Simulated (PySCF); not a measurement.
Molfile (atoms numbered from 1):
```
C5H3FO
     RDKit          3D

 10  9  0  0  0  0  0  0  0  0999 V2000
   -2.7107   -0.3447   -0.1895 C   0  0  0  0  0  0  0  0  0  0  0  0
   -1.5389   -0.5258    0.0020 C   0  0  0  0  0  0  0  0  0  0  0  0
   -0.1395   -0.7453    0.2339 C   0  0  0  0  0  0  0  0  0  0  0  0
    0.3417   -1.8255    0.4898 O   0  0  0  0  0  0  0  0  0  0  0  0
    0.6891    0.4890    0.1326 C   0  0  0  0  0  0  0  0  0  0  0  0
    2.0030    0.5101    0.3111 C   0  0  0  0  0  0  0  0  0  0  0  0
    0.0110    1.6168   -0.1605 F   0  0  0  0  0  0  0  0  0  0  0  0
   -3.7350   -0.1807   -0.3580 H   0  0  0  0  0  0  0  0  0  0  0  0
    2.5744    1.4171    0.2293 H   0  0  0  0  0  0  0  0  0  0  0  0
    2.5138   -0.4064    0.5442 H   0  0  0  0  0  0  0  0  0  0  0  0
  1  2  3  0
  2  3  1  0
  3  4  2  0
  3  5  1  0
  5  6  2  0
  5  7  1  0
  1  8  1  0
  6  9  1  0
  6 10  1  0
M  END
```

[PySCF 2.14.0 with density-fitted response routines: GFN2-xTB structure; J: B3LYP/pcJ-1 (spin–dipole term only in couplings to heteroatoms); shieldings: GIAO PBE0/pcSseg-1; one conformer; no solvent; no relativistic terms]

Q: List the cross peaks expected in HSQC, COSY and HMBC spectra.

A: 

HSQC (one-bond C–H):
```tsv
δH	δC	$^{1}J$(C,H) (Hz)
6.08 (H10)	108.9 (C6)	175
5.56 (H9)	108.9 (C6)	171
3.08 (H8)	95.2 (C1)	270
```

COSY cross peaks (|J| ≥ 2 Hz):
```tsv
δH	δH	abs. J (Hz)	bonds
6.08 (H10)	5.56 (H9)	4.3	2
```

HMBC (two and three bonds, |J| ≥ 2.5 Hz):
```tsv
δH	δC [abs. J in Hz]
6.08 (H10)	174.8 (C3) [3.1], 171.1 (C5) [6.9]
5.56 (H9)	174.8 (C3) [7.9], 171.1 (C5) [6.7]
3.08 (H8)	174.8 (C3) [4.4], 83.1 (C2) [50.0]
```

Referencing at the same level of theory: $^{1}$H (σ = 31.72 ppm), $^{13}$C (σ = 186.93 ppm) against TMS.

Common functionals overestimate the size of one-bond C–F couplings by tens of Hz; these are unscaled. Shifts are as computed. Against solution values, carbons near 30 ppm lie about +3 ppm off and those near 130 ppm about +5 ppm. Of 1211 compounds with measured shifts, 218 miss one by over three times the rms of a fit or turn the order of signals round; such compounds aren't used in these exercises.
